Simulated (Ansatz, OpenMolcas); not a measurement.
# InF (SMILES [F][In]): the energy, rung by rung

The species is InF (2 atoms), meant as a singlet with charge 0. As SMILES, `[F][In]`. The coordinates come from a PBE0-D4/def2-TZVP relaxation.

```csv
atom,x (Å),y (Å),z (Å)
F,0.0000,0.0000,0.0159
In,0.0000,0.0000,2.0096
```

Each level gives the energy change with the F1–In2 bond stretched from 1.994 to 2.592 Å (eV). The values are calculated.

```csv
level,kind,program,value (eV),less CCSD(T)/def2-TZVPP,CPU time (all runs)
HF/def2-TZVPP (core potential) (unrestricted),Hartree–Fock,OpenMolcas,1.40,+0.05,9.6 s
PBE/def2-TZVPP (core potential) (restricted),GGA,OpenMolcas,1.09,-0.26,28 s
revPBE/def2-TZVPP (core potential) (restricted),GGA,Ansatz,1.01,-0.34,6.6 s
BHLYP/def2-TZVPP (core potential) (restricted),global hybrid,Ansatz,1.34,-0.01,7.4 s
r2SCAN0/def2-TZVPP (core potential) (restricted),hybrid meta-GGA,Ansatz,1.39,+0.04,13 s
wB97M-V/def2-TZVPP (core potential) (restricted),range-separated hybrid,Ansatz,1.31,-0.04,48 s
PBE-QIDH/def2-TZVPP (core potential) (restricted),double hybrid,Ansatz,1.39,+0.04,10 s
CCSD(T)/def2-TZVPP (core potential) (restricted),coupled cluster or CI,OpenMolcas,1.35,0.00,80 s
```

Differences are taken from CCSD(T)/def2-TZVPP (core potential) (restricted) for orientation; it has basis-set and higher-order errors of its own. The first shape isn't each level's own minimum. The values span 1.01 to 1.40 eV. In the correlated wave-function rows the outer d shell of In is correlated, in sets not made for it. Times are those of the runs behind each value, whatever else they computed, on shared processors of several kinds: orders of magnitude only.
